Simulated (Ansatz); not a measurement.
Ansatz (an electronic-structure program) input (CCSD(T)/aug-cc-pVDZ):

Ansatz 0.2 input:
```yaml
crystal:
  periodic: [false, false, false]
  atoms:
    - {symbol: C, position_ang: [1.60886790, -1.15479915, 0.59394855]}
    - {symbol: N, position_ang: [0.98049839, -0.06112406, -0.12367828]}
    - {symbol: B, position_ang: [-0.37323613, 0.29639460, -0.17186816]}
    - {symbol: C, position_ang: [-0.79036807, 1.56391772, -1.02031603]}
    - {symbol: C, position_ang: [-1.47096730, -0.52584462, 0.62121105]}
    - {symbol: H, position_ang: [2.33145013, -0.78879463, 1.32927218]}
    - {symbol: H, position_ang: [2.13308717, -1.83342564, -0.08536491]}
    - {symbol: H, position_ang: [0.85428725, -1.72872999, 1.12655064]}
    - {symbol: H, position_ang: [1.63654448, 0.50917233, -0.63591671]}
    - {symbol: H, position_ang: [-1.34872421, 2.27609197, -0.40372672]}
    - {symbol: H, position_ang: [0.04808937, 2.10131168, -1.47180031]}
    - {symbol: H, position_ang: [-1.47233099, 1.27516532, -1.82727866]}
    - {symbol: H, position_ang: [-1.30240778, -1.60536826, 0.62480963]}
    - {symbol: H, position_ang: [-2.47397586, -0.34841598, 0.22821620]}
    - {symbol: H, position_ang: [-1.48852291, -0.21075515, 1.67126618]}
basis:
  gaussian:
    orbitals: aug-cc-pVDZ
magnetization: {spin_polarized: false}
correlation: {method: ccsd_t, electrons: outside_noble_gas}
output: {forces: true}
```

End of the output:

```
cycle   1  -20.79468276 eV  change    -1.1e0 eV  update   9.5e-2
cycle   2  -21.31839409 eV  change   -5.2e-1 eV  update   2.7e-2
cycle   3  -21.41439995 eV  change   -9.6e-2 eV  update   1.3e-2
cycle   4  -21.41207430 eV  change    2.3e-3 eV  update   4.0e-3
cycle   5  -21.41176786 eV  change    3.1e-4 eV  update   1.8e-3
cycle   6  -21.41169182 eV  change    7.6e-5 eV  update   5.8e-4
cycle   7  -21.41153097 eV  change    1.6e-4 eV  update   1.9e-4
cycle   8  -21.41154111 eV  change   -1.0e-5 eV  update   6.0e-5
cycle   9  -21.41154569 eV  change   -4.6e-6 eV  update   1.8e-5
cycle  10  -21.41153674 eV  change    8.9e-6 eV  update   5.6e-6
perturbative correction -0.70090379 eV, -0.0257577392 hartree
the calculation of the forces begins
0.99 GiB of device memory are held for the factors and their scratch space
Total energy: -5427.31319571 eV, -199.4500811773 hartree
Atom 0 at     1.608868    -1.154799     0.593949 Å, force     0.064832    -0.049683     0.023039 eV/Å
Atom 1 at     0.980498    -0.061124    -0.123678 Å, force     0.230531     0.021074    -0.058788 eV/Å
Atom 2 at    -0.373236     0.296395    -0.171868 Å, force    -0.248810     0.052262    -0.009971 eV/Å
Atom 3 at    -0.790368     1.563918    -1.020316 Å, force     0.042040    -0.043311     0.024978 eV/Å
Atom 4 at    -1.470967    -0.525845     0.621211 Å, force     0.084823     0.003997    -0.032829 eV/Å
Atom 5 at     2.331450    -0.788795     1.329272 Å, force     0.284838     0.157261     0.292143 eV/Å
Atom 6 at     2.133087    -1.833426    -0.085365 Å, force     0.204817    -0.267023    -0.280250 eV/Å
Atom 7 at     0.854287    -1.728730     1.126551 Å, force    -0.359270    -0.253897     0.244971 eV/Å
Atom 8 at     1.636544     0.509172    -0.635917 Å, force     0.236237     0.230207    -0.202794 eV/Å
Atom 9 at    -1.348724     2.276092    -0.403727 Å, force    -0.236711     0.307738     0.275078 eV/Å
Atom 10 at     0.048089     2.101312    -1.471800 Å, force     0.370809     0.238194    -0.197548 eV/Å
Atom 11 at    -1.472331     1.275165    -1.827279 Å, force    -0.289906    -0.132420    -0.350491 eV/Å
Atom 12 at    -1.302408    -1.605368     0.624810 Å, force     0.066640    -0.486330    -0.001372 eV/Å
Atom 13 at    -2.473976    -0.348416     0.228216 Å, force    -0.445726     0.082360    -0.180104 eV/Å
Atom 14 at    -1.488523    -0.210755     1.671266 Å, force    -0.005144     0.139569     0.453939 eV/Å
Dipole moment:     0.291215    -0.087205     0.029982 e Å
```
